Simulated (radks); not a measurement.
Trend from B3+ to Ne3+: ionisation energy by Delta-SCF between NIST ground configurations, and size. All-electron calculation, Dirac Kohn-Sham, PBE, spin-unpolarised, spherical densities, finite nucleus; open shells fill j = l - 1/2 first; Fermi nuclear charge, rms radius of each element as measured or else 0.836 A^(1/3) + 0.57 fm. Program: a radial shooting solver on a logarithmic mesh with Libxc functionals.

species,configuration,configuration of the ion,IE (eV),NIST (eV),kind,-e(HOMO) (eV),outermost,<r> outermost (bohr),r at 0.001 e/bohr^3 (bohr)
B3+,[He],1s1,265.52,259.37,theory,231.38 (1s1/2),1s1/2,0.326,1.23
C3+,[He] 2s1,[He],63.884,64.494,exp.,56.105 (2s1/2),2s1/2,1.28,2.46
N3+,[He] 2s2,[He] 2s1,77.819,77.474,exp.,68.124 (2s1/2),2s1/2,1.10,2.42
O3+,[He] 2s2 2p1,[He] 2s2,76.946,77.414,exp.,64.990 (2p1/2),2s1/2,0.977,2.34
F3+,[He] 2s2 2p2,[He] 2s2 2p1,85.858,87.18,semi-emp.,72.806 (2p1/2),2s1/2,0.877,2.26
Ne3+,[He] 2s2 2p3,[He] 2s2 2p2,94.549,97.190,semi-emp.,80.474 (2p3/2),2s1/2,0.795,2.18

Reference values: NIST Atomic Spectra Database (exp. = measured, semi-emp. = semi-empirical, theory = theoretical value adopted there). Spin polarisation and multiplet splitting are left out, so open shells lie too high by an amount that depends on their filling.

Beside tabulated values, note that spin-unpolarised runs miss the spin-polarisation part of the exchange energy of open shells.
